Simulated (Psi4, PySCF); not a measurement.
Conformational energy of SMILES F[SiH2][SiH2]F (H4F2Si2). Scanned: dihedral F1–Si2–Si3–F4; all other coordinates were relaxed at GFN2-xTB. GFN2-xTB can order the conformers of Si and Ge chains otherwise than DFT does. Points at φ and −φ are mirror images. Heavy atoms are numbered in the order of the SMILES F[SiH2][SiH2]F, hydrogens after them in the order of the atoms that carry them; the mirror image has the same energies with the sign of each dihedral reversed.

- PBE/def2-TZVP // GFN2-xTB (Psi4)
- RHF/STO-3G = restricted Hartree-Fock/STO-3G // GFN2-xTB (PySCF)
- RKS-B3LYP/6-31G* = PySCF with restricted B3LYP/6-31G*, spherical d // GFN2-xTB

Energies in kJ/mol, each method relative to its own lowest point.

```tsv
φ / °	PBE/def2-TZVP	RHF/STO-3G	RKS-B3LYP/6-31G*
-160	1.80	5.01	1.20
-140	3.10	3.98	2.91
-120	3.44	2.71	3.41
-100	1.91	1.39	1.91
-80	0.08	0.34	0.00
-60	0.00	0.00	0.05
-40	1.94	0.22	2.43
-20	4.71	0.68	5.50
0	6.15	0.90	6.91
20	4.71	0.68	5.50
40	1.94	0.22	2.43
60	0.00	0.00	0.05
80	0.08	0.34	0.00
100	1.91	1.39	1.91
120	3.44	2.71	3.41
140	3.10	3.98	2.91
160	1.80	5.01	1.20
180	1.16	5.40	0.33
```
